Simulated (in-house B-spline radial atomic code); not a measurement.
Configurations of Ni, with energies counted from [Ar] 3d8 4s2. Method: non-relativistic PW91, spin-polarised, spherical fractional occupations, point nucleus. Calculated with a B-spline radial code for spherical atoms. Shells without spins written out take the highest spin.

Occupations are held fixed; configurations that lie above the ionisation limit could autoionise.

```json
{"configuration": "[Ar] 3d8 4s1 5s1", "E - E(ref) (eV)": "5.8311", "highest orbital": "5s up", "its <r> (bohr)": "7.785"}
{"configuration": "[Ar] 3d8 4s1 5f1", "E - E(ref) (eV)": "7.997", "highest orbital": "5f up", "its <r> (bohr)": "28.21"}
{"configuration": "[Ar] 3d7 4s2 5s1", "E - E(ref) (eV)": "12.185", "highest orbital": "5s up", "its <r> (bohr)": "7.447"}
{"configuration": "[Ar] 3d7 4s2 5f1", "E - E(ref) (eV)": "14.474", "highest orbital": "5f up", "its <r> (bohr)": "28.2"}
{"configuration": "[Ne] 3s2 3p(2 up, 3 down) 3d(3 up, 5 down) 4s2 5p(0 up, 1 down)", "E - E(ref) (eV)": "75.129", "highest orbital": "5p down", "its <r> (bohr)": "9.509"}
{"configuration": "[Ne] 3s2 3p5 3d8 4s2 4f1", "E - E(ref) (eV)": "76.298", "highest orbital": "4f up", "its <r> (bohr)": "16.51"}
{"configuration": "[Ne] 3s2 3p5 3d8 4s2 5f1", "E - E(ref) (eV)": "76.595", "highest orbital": "5f up", "its <r> (bohr)": "28.21"}
```

Q: Order these further configurations by energy, lowest first.
A. [Ar] 3d8 4s1 4d1
B. [Ar] 3d(4 up, 4 down) 4s2
C. [Ar] 3d(5 up, 3 down) 4s(1 up, 0 down) 4d(0 up, 1 down)
D. [Ar] 3d(5 up, 3 down) 4s(1 up, 0 down) 5d(0 up, 1 down)
E. [Ne] 3s2 3p5 3d8 4s2 4p1

A: B (0.98494 eV), A (6.9189 eV), C (6.9899 eV), D (7.6298 eV), E (71.335 eV).

Q: How far above the reference does [Ar] 3d7 4s2 4d1 lie?

A: 13.356 eV; its least bound orbital is 4d up with <r> = 9.011 bohr.

Q: How far above the reference does [Ar] 3d(3 up, 5 down) 4s(0 up, 1 down) 5p(1 up, 0 down) lie?

A: 6.7161 eV; its least bound orbital is 5p up with <r> = 10.45 bohr.
